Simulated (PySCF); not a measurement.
C₆H₁₃NSSi.
Atom-mapped SMILES: `[CH3:1][NH:2][C@@H:3]1[CH2:4][C@@:5]12[CH2:6][C@@H:7]2[S:8][SiH3:9]`

Geometry (GFN2-xTB, Å), atoms numbered from 1 in this order:
```
atom  x, y, z in Å
C1    -3.4224    0.3828   -0.1611
N2    -2.2362   -0.4224   -0.3900
C3    -1.2920   -0.3688    0.6786
C4    -0.3234    0.7997    0.8599
C5     0.1496   -0.5299    0.4010
C6     1.2512   -1.4728    0.7120
C7     0.9762   -1.0420   -0.7085
S8     2.0678    0.0306   -1.6689
Si9    3.3664    0.9758   -0.2526
H10   -3.9209    0.0174    0.7371
H11   -4.0960    0.2617   -1.0075
H12   -3.2087    1.4525   -0.0264
H13   -1.7871   -0.1470   -1.2587
H14   -1.6893   -0.8161    1.5854
H15   -0.0801    1.1264    1.8610
H16   -0.3485    1.5982    0.1300
H17    2.1296   -1.0880    1.2110
H18    1.0094   -2.4920    0.9810
H19    0.5429   -1.7690   -1.3833
H20    4.2914   -0.0174    0.2863
H21    4.0345    1.9639   -1.0790
H22    2.5750    1.5758    0.8143
```

NICS is the negative of the GIAO shielding at a point without a nucleus: at the ring centre (0) and 1 Å above and below it (1); zz is the component along the ring normal. Level: GIAO PBE0/pcSseg-1 (PySCF, non-relativistic, gas phase) on the GFN2-xTB geometry, one conformer.

Ring bond lengths (Å), with Mayer bond orders in brackets: C3–C4 1.529 (0.94), C4–C5 1.484 (0.91), C5–C3 1.477 (0.92); C5–C6 1.483 (0.92), C6–C7 1.510 (0.95), C7–C5 1.475 (0.86).

Problem. What do the NICS probes read (ppm)?

Solution. 
```
    ring                                            type  NICS(0)  NICS(1), two faces  NICS(1)zz, two faces  rms pucker (Å)  centre to ring atoms, mean (Å)
C3–C4–C5  3-membered carbocycle; formal bonds all single    -37.4         -7.3 / -6.5         -19.7 / -13.9            0.00                            0.86
C5–C6–C7  3-membered carbocycle; formal bonds all single    -39.9         -7.1 / -7.2         -19.4 / -20.1            0.00                            0.86
```

Problem. What can be read from them?

Solution. 
- C3–C4–C5: mean NICS(1)zz -16.8 ppm, shielded. C3, C4, C5 have four or more neighbours; no verdict on aromaticity is drawn. The two faces differ by 5.8 ppm, so no symmetry operation interchanges them. NICS(0) lies 31 ppm below the mean NICS(1).
- C5–C6–C7: mean NICS(1)zz -19.8 ppm, shielded. C5, C6, C7 have four or more neighbours, and the NICS criterion for π rings isn't applied. NICS(0) lies 33 ppm below the mean NICS(1).

Problem. How shielded are the nuclei of the rings and their hydrogens (means over atoms taken as equivalent)?

Solution. 
| atoms | environment | σ isotropic (ppm) |
| --- | --- | --- |
| C3 | sp3 carbon bound to nitrogen | 141.9 |
| C4 | three-membered-ring carbon | 172.0 |
| C5 | sp3 carbon at a ring junction | 166.5 |
| C6 | three-membered-ring carbon | 171.4 |
| C7 | sp3 carbon bound to sulfur | 163.6 |
| H14 | methine hydrogen | 29.26 |
| H15 | methylene hydrogen | 30.94 |
| H16 | methylene hydrogen | 31.19 |
| H17 | methylene hydrogen | 30.82 |
| H18 | methylene hydrogen | 30.43 |
| H19 | methine hydrogen | 29.41 |
